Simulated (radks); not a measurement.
Spin polarisation of the 4d1 shell in Zr3+. Start: [Kr] 4d(up 0.5, down 0.5); electrons of 4d are moved from spin down to spin up, other shells keep equal spins. All-electron calculation, non-relativistic Kohn-Sham, PBE, spin-polarised, spherical densities, point nucleus. Program: a radial shooting solver on a logarithmic mesh with Libxc functionals.

| moment (Bohr magnetons) | E - E(0) (eV) | e(4d up) (eV) | e(4d down) (eV) | 4p down minus up (eV) |
|---|---|---|---|---|
| 0 | 0.000 | -28.595 | -28.595 | 0.000 |
| 0.25 | -0.014 | -28.702 | -28.484 | 0.197 |
| 0.5 | -0.055 | -28.805 | -28.367 | 0.394 |
| 0.75 | -0.123 | -28.905 | -28.243 | 0.592 |
| 1 | -0.220 | -29.001 | -28.109 | 0.790 |

At moment 1 the spin-polarisation energy is -0.220 eV and the 4d exchange splitting 0.892 eV, that is 0.892 eV per Bohr magneton; E = -I m^2/4 would give I = 0.881 eV.
